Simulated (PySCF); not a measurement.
Species: C6H11BO2.
Atom-mapped SMILES: `[CH3:1][CH:2]([CH3:3])[C:4]1=[CH:5][O:6][BH2-:7][O+:8]=[CH:9]1` (hydrogens: H10, H11, H12 on C1; H13 on C2; H14, H15, H16 on C3; H17 on C5; H18, H19 on B7; H20 on C9)

Cartesian coordinates in Å at the PBE0-D3(BJ)/def2-SVP level; atoms count from 1:
```
atom  x, y, z in Å
C1    -1.972    0.443    1.041
C2    -1.228    0.144   -0.261
C3    -1.651   -1.200   -0.854
C4     0.273    0.227   -0.102
C5     1.016    1.293   -0.613
O6     2.279    1.397   -0.528
B7     3.076    0.148   -0.155
O8     2.248   -0.567    0.919
C9     0.988   -0.588    0.786
H10   -1.742   -0.305    1.817
H11   -3.062    0.424    0.884
H12   -1.701    1.432    1.439
H13   -1.504    0.928   -0.988
H14   -1.135   -1.396   -1.805
H15   -2.737   -1.225   -1.037
H16   -1.414   -2.030   -0.168
H17    0.498    2.154   -1.067
H18    4.138    0.480    0.320
H19    3.110   -0.582   -1.138
H20    0.454   -1.254    1.482
```

Computed with PySCF at PBE0/pcSseg-1, non-relativistic, on one gas-phase PBE0-D3(BJ)/def2-SVP geometry that isn't relaxed in the solvent. The solvent is an IEF-PCM continuum (Bondi radii, 1.10 Å for H, scaled by 1.2). Only the electrostatic response of the medium enters.

```
run  E − E(gas) (kJ/mol)  HOMO (eV)  HOMO–LUMO gap (eV)  dipole (D)
gas                 0.00      -6.98                4.66        5.13
  P               -21.36      -7.01                4.82        6.14
  Q               -29.65      -7.02                4.87        6.51
```

**Question.** The runs were made in acetonitrile and chloroform. Which run belongs to which solvent?

**Answer.** P = chloroform, Q = acetonitrile. The dielectric constants are 4.711 (chloroform), 35.69 (acetonitrile), and the energy falls further as ε rises. In this model the ground state sees the solvent through ε alone.

**Question.** How constant is the ratio of the lowering to (ε − 1)/(2ε + 1)?

**Answer.** 
```
     solvent  (ε − 1)/(2ε + 1)  E − E(gas) (kJ/mol)  ratio (kJ/mol)  polarisation term (kJ/mol)
  chloroform             0.356               -21.36           -60.0                      -24.72
acetonitrile             0.479               -29.65           -61.9                      -36.12
```

The ratio changes by +3.1 % in size from chloroform to acetonitrile. The polarisation term is half the interaction of the solute with the induced surface charges.
